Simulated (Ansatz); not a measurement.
Program: Ansatz. Geometries: PBE0-D4/def2-TZVP. ΔE: electronic, gas phase. CCSD(T)/CBS is the MP2 limit (def2-TZVPP, def2-QZVPP) plus CCSD(T) − MP2 in def2-TZVPP, frozen cores. Functionals use def2-TZVPP. B3LYP here is the variant with VWN-RPA as its local correlation; programs differ in this. For Ge outer-core shells are correlated without core-valence functions, which leaves a few kJ/mol of doubt a bond. Scalar relativity is left out up to krypton. Each species was taken in one conformer, which may not be the lowest.

Consider the redistribution: `[GeH3][SiH]1CO1` + `[CH3][GeH2][AlH][Cl]` → `[CH3][GeH2][GeH3]` + `[Cl][AlH][SiH]1CO1`.

`[GeH3][SiH]1CO1`:

Cartesian coordinates in Å:
```
Ge 0.219 1.613 0.823
Si 0.535 -0.602 0.045
C -0.743 -1.488 -0.886
O 0.363 -0.847 -1.599
H 1.444 2.483 0.499
H -1.022 2.215 0.150
H 0.017 1.608 2.347
H 1.630 -1.368 0.691
H -0.732 -2.573 -0.968
H -1.711 -1.040 -1.102
```

`[CH3][GeH2][AlH][Cl]`:

```xyz
10

C    -1.304   -0.161   -0.979
Ge   -0.233    0.756    0.385
Al    1.872   -0.429    0.901
Cl    2.149   -2.300   -0.031
H    -2.230    0.386   -1.159
H    -0.745   -0.228   -1.912
H    -1.547   -1.171   -0.648
H    -1.073    0.904    1.675
H     0.070    2.197   -0.085
H     3.042    0.047    1.853
```

`[CH3][GeH2][GeH3]`:

Z-matrix (Å, degrees):
```
C
Ge 1 1.958
H 1 1.091 2 110.2
H 1 1.090 2 110.2 3 120.0
H 1 1.091 2 110.2 3 -120.0
Ge 2 2.424 1 110.9 3 -59.9
H 2 1.542 1 109.8 3 60.9
H 2 1.542 1 109.8 3 179.2
H 6 1.539 2 110.4 1 -59.8
H 6 1.539 2 110.4 1 59.5
H 6 1.538 2 111.4 1 179.9
```

`[Cl][AlH][SiH]1CO1`:

Cartesian coordinates in Å:
```
Cl -1.711 0.005 -2.554
Al 0.143 -0.734 -1.912
Si 0.776 -0.032 0.330
C -0.533 0.467 1.504
O 0.202 1.486 0.788
H 0.936 -1.700 -2.876
H 2.108 -0.370 0.902
H -1.588 0.420 1.243
H -0.333 0.458 2.575
```

| level | ΔE (kJ/mol) |
| --- | --- |
| PBE-D4 | 3.4 |
| ωB97X-V | 5.9 |
| B3LYP | 5.3 |
| CCSD/CBS(def2) | 7.7 |

Problem. What does CCSD(T)/CBS give? (Best estimate.)

Solution. The calculation gave: +6.8 kJ/mol. The listed levels differ from it by -3.4, -0.9, -1.5, 0.9 kJ/mol.

Largest T1 diagnostic among the species: 0.015.
